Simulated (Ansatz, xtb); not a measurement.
Redistribution: C3H6 + CH3I → C2H3I + C2H6

Species: C3H6 (propene) `C=CC`, singlet; CH3I `CI`, singlet; C2H3I (vinyl iodide) `C=CI`, singlet; C2H6 (ethane) `CC`, singlet. The partners trade CH3 for I; both sit on C, so the bond types are kept.

Shapes, held fixed at every level: PBE0-D4/def2-TZVP. Programs: Ansatz 0.2.0, xtb 6.7.1. The zero-point and thermal change to 298 K, harmonic and unscaled (PBE0-D4/def2-TZVP), is +0.2 kJ/mol.

(1) Estimate the reaction enthalpy at 298 K.

Answers

(1) From tabulated heats of formation (Active Thermochemical Tables), ΔH(298 K) = +11.5 kJ/mol. Nearest: CCSD/def2-TZVPP (-0.5); farthest: GFN1-xTB (-21.4). 8 of 9 levels lie within 10 kJ/mol. The wrong sign comes from GFN1-xTB. For atoms past krypton def2 sets carry core potentials with scalar relativity. Correlated rows may include outer-core shells of I, which these sets cover unevenly.

```tsv
level	kind	ΔH (kJ/mol)	computed − measured
GFN1-xTB	semi-empirical	-9.9	-21.4
HF/def2-SVP	Hartree–Fock	+17.2	+5.7
HF/def2-TZVPP	Hartree–Fock	+18.6	+7.1
r2SCAN-D4/def2-TZVPP	meta-GGA	+9.6	-1.9
B3LYP-D4/def2-TZVPP	global hybrid	+10.8	-0.7
PBE0-D4/def2-TZVPP	global hybrid	+10.8	-0.7
CCSD/def2-SVP	coupled cluster or CI	+8.7	-2.8
CCSD/def2-TZVPP	coupled cluster or CI	+11.0	-0.5
CCSD(T)/def2-TZVPP	coupled cluster or CI	+9.6	-1.9
```
